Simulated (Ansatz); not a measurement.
Ansatz (a program for electronic structure) input:

Ansatz 0.2 input:
```yaml
crystal:
  periodic: [false, false, false]
  atoms:
    - {symbol: Br, position_ang: [1.97268362, -0.38380043, -0.30992013]}
    - {symbol: Ge, position_ang: [-0.01210457, 0.82311252, 0.71514568]}
    - {symbol: Br, position_ang: [-1.96113018, -0.42366586, -0.33061997]}
    - {symbol: H, position_ang: [-0.01702395, 1.92171951, -0.46575809]}
basis:
  gaussian:
    orbitals: def2-TZVPD
hamiltonian:
  xc: {name: B3LYP}
total_charge: -1
output: {forces: true}
```

Task: Predict the final energy.

Result: -7226.18943 Eh (B3LYP/def2-TZVPD). The basis has 177 functions.

It need not be the lowest isomer of its formula. Whether it binds its extra electron was not tested at this geometry.
